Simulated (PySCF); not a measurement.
SMILES c1([SiH2][SiH2]S)ccccc1 (C₆H₁₀SSi₂) at its GFN2-xTB optimised geometry (Å):

```
19

S     -1.3663    -4.2951    -0.2703
Si    -0.1957    -2.4787    -0.2399
Si    -1.6014    -0.6583     0.0140
C     -0.5906     0.9350     0.0000
C     -1.2433     2.1639     0.0001
C     -0.5365     3.3520     0.0001
C      0.8485     3.3318     0.0001
C      1.5163     2.1191     0.0000
C      0.8005     0.9350     0.0000
H     -2.1667    -3.9552    -1.2685
H      0.5953    -2.5247    -1.4729
H      0.7078    -2.7804     0.8656
H     -2.5966    -0.5700    -1.0714
H     -2.3787    -0.6970     1.2630
H     -2.3238     2.1849     0.0000
H     -1.0637     4.2951     0.0004
H      1.4050     4.2576     0.0002
H      2.5966     2.0964     0.0000
H      1.3336    -0.0071     0.0000
```

Level of theory: B3LYP/def2-SVP (PySCF).

Map of the log10 of the electron density (e/bohr³), floored at −4 on the plane z = 1.2 Å:

```
|0000000000000000000000000|
|0000000000000000000000000|
|0000000001110011000000000|
|0000000012333333200000000|
|0000000023554454310000000|
|0000000024566665310000000|
|0000000235666665421000000|
|0000001345665666542000000|
|0000002456665566543100000|
|0000002346665666542000000|
|0000001345666665431000000|
|0000013455666665310000000|
|0000025777655554310000000|
|0000036998654333200000000|
|0000036898654332100000000|
|0000024666655543100000000|
|0000002344567764200000000|
|0000000234567985200000000|
|0000000345556775200000000|
|0000001456655543100000000|
|0000001456653321000000000|
|0000001355543100000000000|
|0000000234431000000000000|
|0000000012210000000000000|
|0000000000000000000000000|
```
Scale: ten equal steps from -4.00 (start of '0') to -0.717 (end of '9'), in the order '0123456789'; x runs from -6.50 to 6.50, y from -6.50 (bottom) to 6.50 (top).
